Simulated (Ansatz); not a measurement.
Mulliken charges of CH$_{5}$FSSn (`FC[S][SnH3]`) from ωB97M-V/def2-TZVPP in Ansatz (PBE0-D4/def2-TZVP geometry).

```json
{"atom": "F1", "x (Å)": "-1.551", "y (Å)": "1.221", "z (Å)": "0.600", "charge (e)": "-0.217"}
{"atom": "C2", "x (Å)": "-0.209", "y (Å)": "1.521", "z (Å)": "0.514", "charge (e)": "-0.035"}
{"atom": "S3", "x (Å)": "0.836", "y (Å)": "0.208", "z (Å)": "1.161", "charge (e)": "-0.269"}
{"atom": "Sn4", "x (Å)": "0.302", "y (Å)": "-1.502", "z (Å)": "-0.452", "charge (e)": "0.475"}
{"atom": "H5", "x (Å)": "-0.013", "y (Å)": "2.405", "z (Å)": "1.124", "charge (e)": "0.135"}
{"atom": "H6", "x (Å)": "0.018", "y (Å)": "1.727", "z (Å)": "-0.534", "charge (e)": "0.137"}
{"atom": "H7", "x (Å)": "1.613", "y (Å)": "-2.588", "z (Å)": "-0.433", "charge (e)": "-0.073"}
{"atom": "H8", "x (Å)": "-1.146", "y (Å)": "-2.289", "z (Å)": "-0.028", "charge (e)": "-0.072"}
{"atom": "H9", "x (Å)": "0.151", "y (Å)": "-0.704", "z (Å)": "-1.953", "charge (e)": "-0.082"}
```

By hand: the dipole of these point charges (1 e Å = 4.8032 D).

Σ q r = (0.216, -0.115, -0.403) e Å, of length 0.471 e Å = 2.26 D.

How does the dipole of the full density compare? (An estimate is asked.)

Ansatz gave: (0.143, -0.025, -0.278) e Å, 1.51 D; the point charges give 1.50 times that, at 10° from its direction.

Point charges leave out the atoms' own dipoles, such as those of lone pairs, and Mulliken's split depends on the basis, so the two needn't agree.
